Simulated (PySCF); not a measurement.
Mapped SMILES: `[CH3:1][C:2]([CH3:3])([CH3:4])[NH:5][SiH2:6][SiH3:7]`. Each H is labelled by its parent atom.

Method: structure optimised with GFN2-xTB, shieldings: GIAO PBE0/pcSseg-1, in PySCF (averaged over atoms made equivalent by symmetry, fast rotation or ring inversion, no solvent, one computed conformer, no relativistic terms).

**Question.** Predict the 2D correlation tables (HSQC, COSY, HMBC).

**Answer.** 

HSQC (one-bond C–H):
```csv
δH,δC
1.25 (H(C1)/H(C3)/H(C4)),33.4 (C1/C3/C4)
```

COSY cross peaks (H two or three bonds apart, from the bond graph; peaks can be absent where the dihedral angle is near 90°):
```csv
δH,δH
5.06 (H(Si6)),3.33 (H(Si7))
```

HMBC (two and three bonds, from the bond graph):
```csv
δH,δC
5.06 (H(Si6)),50.7 (C2)
1.25 (H(C1)/H(C3)/H(C4)),"50.7 (C2), 33.4 (C1/C3/C4)"
```

Referencing at the same level of theory: $^{1}$H (31.72 ppm), $^{13}$C (186.93 ppm) vs TMS.

Short H···H contacts in this conformer between protons four or more bonds apart (candidates for NOE cross peaks, intensity ∝ r⁻⁶): H(C4)···H(Si6) 2.68 Å.

Exchangeable OH/NH protons stand at their gas-phase positions; hydrogen bonding in a real sample shifts them, mostly to higher δ. Shifts are as computed. Against solution values, carbons near 30 ppm lie about +3 ppm off and those near 130 ppm about +5 ppm. Of 1309 compounds with measured shifts, 239 miss one by over three times the rms of a fit or turn the order of signals round; such compounds aren't used in these exercises.
